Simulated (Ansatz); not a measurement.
The inner images of a band of C$_{2}$H$_{3}$AlO (7 atoms, charge 0, multiplicity 1) are given out of order.

Theory: RKS B3LYP-D4/def2-SVP in Ansatz.

First end point:

```xyz
7
Properties=species:S:1:pos:R:3
O -1.756 0.244 -0.479
C -0.434 0.158 -0.294
C 0.305 -0.401 0.731
Al 1.414 0.333 -0.570
H -2.211 -0.177 0.272
H -0.059 -0.908 1.637
H 2.742 0.751 -1.296
```

Last end point:

```xyz
7
Properties=species:S:1:pos:R:3
O -1.813 -0.017 -0.009
C -0.470 0.019 -0.044
C 0.401 -0.493 0.897
Al 1.333 0.294 -0.502
H -2.151 0.419 -0.803
H 0.153 -1.013 1.830
H 2.547 0.790 -1.369
```

Task: Put them in order from the first end to the last, with their energies above the first end.
A.
```xyz
7
Properties=species:S:1:pos:R:3
O -1.810 -0.160 -0.164
C -0.464 0.023 -0.148
C 0.435 -0.707 0.590
Al 1.322 0.486 -0.537
H -2.254 0.658 0.088
H 0.179 -1.481 1.325
H 2.592 1.183 -1.156
```
B.
```xyz
7
Properties=species:S:1:pos:R:3
O -1.767 0.003 -0.524
C -0.434 0.005 -0.290
C 0.345 -0.551 0.701
Al 1.378 0.406 -0.537
H -2.251 0.295 0.262
H 0.049 -1.173 1.559
H 2.680 1.015 -1.173
```
C.
```xyz
7
Properties=species:S:1:pos:R:3
O -1.797 -0.129 -0.388
C -0.448 0.003 -0.231
C 0.390 -0.620 0.661
Al 1.346 0.465 -0.535
H -2.249 0.499 0.193
H 0.115 -1.327 1.456
H 2.643 1.109 -1.155
```
D.
```xyz
7
Properties=species:S:1:pos:R:3
O -1.809 -0.081 0.084
C -0.474 0.042 -0.055
C 0.455 -0.807 0.503
Al 1.302 0.479 -0.530
H -2.234 0.779 -0.015
H 0.229 -1.647 1.171
H 2.532 1.235 -1.158
```
E.
```xyz
7
Properties=species:S:1:pos:R:3
O -1.748 0.162 -0.537
C -0.430 0.053 -0.314
C 0.315 -0.491 0.714
Al 1.405 0.340 -0.554
H -2.242 0.067 0.294
H -0.013 -1.026 1.618
H 2.713 0.896 -1.221
```

Result: E (+0.07 eV), B (+0.25 eV), C (+0.36 eV), A (+0.26 eV), D (+0.06 eV).

Run time: 2.4 min on 1 thread of AMD EPYC 7R43 64-Core Processor (Zen 3), with other jobs on the host, peak memory 0.15 GiB.
